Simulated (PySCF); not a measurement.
# How methods differ on the excitation energy of Re⁺

Re⁺ [Xe] 4f14 5d5 6s1 (7S) → Re⁺ [Xe] 4f14 5d5 6p1 (7P), as a difference of total energies. All numbers are calculated (PySCF 2.14, scalar relativity through the core potential, in def2-TZVPPD with the def2 core potential (60 electrons) (6s5p3d2f1g, 59 functions)). Correlated levels: valence: 5s2 5p6 frozen; valence and next inner shell: nothing frozen outside the core potential. The calculations carry no spin-orbit coupling.

```csv
method,excitation energy (eV)
UHF,5.735
LDA,6.164
PBE,6.067
PBE0,6.038
r2SCAN,6.286
LC-wPBE,5.947
TPSS,6.066
PW91,6.086
MP2 (valence),5.950
SCS-MP2 (valence),5.807
MP2 (valence and next inner shell),6.188
SCS-MP2 (valence and next inner shell),6.031
```

Q: How much does correlation contribute at MP2 (valence and next inner shell)?

A: 6.188 − (5.735) = 0.453 eV, measured against UHF.
